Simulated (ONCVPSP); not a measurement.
## Configuration tests for nitrogen (ONCV)

```json
{
  "Element": "nitrogen (N)",
  "Generator": "ONCVPSP 4.0.1",
  "Type": "optimised norm-conserving Vanderbilt (ONCV)",
  "Functional": "LDA (Perdew-Wang 92)",
  "Relativity": "non-relativistic",
  "Frozen core": "[He]",
  "Valence charge": "5",
  "Reference configuration": "2s2 2p3",
  "Partial waves": "2s: rc 1.10 bohr, ncon 4, nbas 7, qcut 5.8 1/bohr, 3 projectors, debl 3.3 Ha; 2p: rc 2.05 bohr, ncon 4, nbas 8, qcut 5.7 1/bohr, 1 projector; d scattering state at 0.08 Ha: rc 1.70 bohr, ncon 3, nbas 7, qcut 6.3 1/bohr, 2 projectors, debl 4 Ha",
  "Local potential": "polynomial inside 0.85 bohr (lpopt 5, dvloc0 0 Ha)",
  "Core correction": "none"
}
```

Energies are relative to the spin-unpolarised reference configuration 2s2 2p3; without spin polarisation the order of configurations can differ from experiment.

| valence configuration | charge | ΔE all-electron (eV) | error AE − PS (meV) |
| --- | --- | --- | --- |
| 2s2 2p2 | +1 | 13.737 | +74 |
| 2s2 2p1 | +2 | 42.714 | +642 |
| 2s1 2p3 | +1 | 25.156 | -107 |

Question: What are ΔE and the potential's error for 2s2 2p0?

Answer: ΔE = 89.886 eV all-electron; the error (AE − PS) is +2514 meV.
